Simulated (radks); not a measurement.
Question: The mean radii <r> (bohr) of the occupied orbitals of an atom or ion are listed with their occupations. All-electron calculation, scalar-relativistic Kohn-Sham, exchange-only LDA, spin-polarised, spherical densities, point nucleus. Program: a radial shooting solver on a logarithmic mesh with Libxc functionals.

| orbital | occ. | <r> |
|---|---|---|
| 1s up | 1 | 0.01836 |
| 1s down | 1 | 0.01836 |
| 2s up | 1 | 0.07757 |
| 2s down | 1 | 0.07756 |
| 2p up | 3 | 0.06942 |
| 2p down | 3 | 0.06942 |
| 3s up | 1 | 0.1992 |
| 3s down | 1 | 0.1991 |
| 3p up | 3 | 0.1988 |
| 3p down | 3 | 0.1987 |
| 3d up | 5 | 0.1793 |
| 3d down | 5 | 0.1793 |
| 4s up | 1 | 0.4061 |
| 4s down | 1 | 0.4061 |
| 4p up | 3 | 0.4183 |
| 4p down | 3 | 0.4183 |
| 4d up | 1 | 0.4172 |

Name the element and its charge. Open shells, if any, are filled with parallel spins first.

Answer: Z = 74, tungsten, charge +37: W37+ in [Kr] 4d1. The 1s radius gives Z: for a bare nucleus <r> = (2 gamma + 1)/(2Z) with gamma = sqrt(1 - (Z/c)^2), 0.01813 bohr for Z = 74, and screening makes it slightly larger (0.01836 here). The occupations add up to 37, and the charge is Z minus that.
